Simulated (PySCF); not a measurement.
**Dipole response of Re⁺ (rhenium, charge +1)**

[Xe] 4f14 5d5 6s1, high-spin 7S determinant. Calculation: PySCF 2.14, in ANO-RCC-VTZP (8s7p5d3f2g1h, 104 functions); the spin-free X2C one-electron Hamiltonian (Gaussian nucleus). Coupled (time-dependent) response in atomic units; α is the mean over directions. The basis has no added diffuse functions, which lowers α and C₆.

```tsv
method	mean α (bohr³)	C₆ (like pair)	S(−4)
PBEsol	27.06	207.4	309.5
```

S(−4) is the Cauchy moment in α(ω) = α(0) + S(−4) ω² + …

α(iu) at PBEsol:

```tsv
u (hartree)	α(iu) (bohr³)
0	27.06
0.0500	26.32
0.100	24.35
0.200	19.11
0.300	14.64
0.500	9.490
0.750	6.618
1.00	5.128
1.50	3.482
2.00	2.542
3.00	1.529
5.00	0.7434
```

A single London oscillator, α(iu) = α/(1 + u²/ω²), gives C₆ = (3/4) ω α². Matching the computed C₆ needs ω = 4 × 207.4 / (3 × 27.06²) = 0.378 hartree.

For an ion, C₆ is the dispersion term alone; charge-induced terms of lower order in 1/R come first.

Spin-orbit coupling, which splits the p, d and f shells strongly at this Z, is absent.
